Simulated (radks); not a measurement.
Task: These are the eigenvalues of the occupied orbitals of an atom or ion with whole-number occupations (hartree). All-electron calculation, non-relativistic Kohn-Sham, B86b exchange with PBE correlation, spin-unpolarised, spherical densities, point nucleus. Program: a radial shooting solver on a logarithmic mesh with Libxc functionals.

| orbital | eigenvalue |
|---|---|
| 1s | -32.37154 |
| 2s | -2.86799 |
| 2p | -2.01738 |

Which element is it, and in what charge state? The configuration may be excited.

Result: Z = 10, neon, charge +2: Ne2+ in [He] 2s2 2p4. The list shows which subshells hold electrons but not how many an open one holds; the 1s level, -32.372 hartree, gives Z - s = 8.0 by -(Z - s)^2/2, which with screening narrows Z to a few neighbours, and the depths of the outer levels then fix element, charge and occupations together.
